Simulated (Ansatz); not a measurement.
This geometry of BClF2 + H2 (6 atoms, charge 0, multiplicity 1) is a first-order saddle point.

The calculation used Ansatz 0.2.0, RKS PBE-D4/def2-SVP.

```xyz
6
Properties=species:S:1:pos:R:3
B 0.015 -0.287 0.040
Cl 0.004 0.150 2.115
F 1.168 0.141 -0.479
F -1.158 0.079 -0.479
H 0.050 -1.602 0.275
H 0.038 -1.151 1.254
```

Problem. Which two structures does it join? (They come from a converged band through this point; their orientation in space is the band's.)

Solution. Bonds broken: B1–Cl2, H5–H6. Bonds formed: B1–H5, Cl2–H6. BClF2 + H2 becomes BF2H + ClH.

First end point:

```xyz
6
Properties=species:S:1:pos:R:3
B -0.012 0.470 0.152
Cl -0.026 0.920 1.849
F 1.133 0.337 -0.497
F -1.148 0.274 -0.498
H 0.100 -2.481 0.505
H 0.071 -2.190 1.215
```

Last end point:

```xyz
6
Properties=species:S:1:pos:R:3
B 0.022 -0.327 -0.532
Cl 0.008 -0.094 2.491
F 1.133 0.378 -0.697
F -1.142 0.288 -0.696
H 0.069 -1.524 -0.342
H 0.028 -1.392 2.502
```

Problem. How far does it lie above each of them?

Solution. 31.3 kcal/mol above the first and 16.8 kcal/mol above the second. This is the barrier of this one path; another mechanism may lie lower. The orbitals stay closed-shell, which can raise the energy where a bond breaks towards radicals; this wasn't checked here.

Run time: 7.2 min on 1 thread of Arm Neoverse V1, on a shared host, peak memory 0.11 GiB.
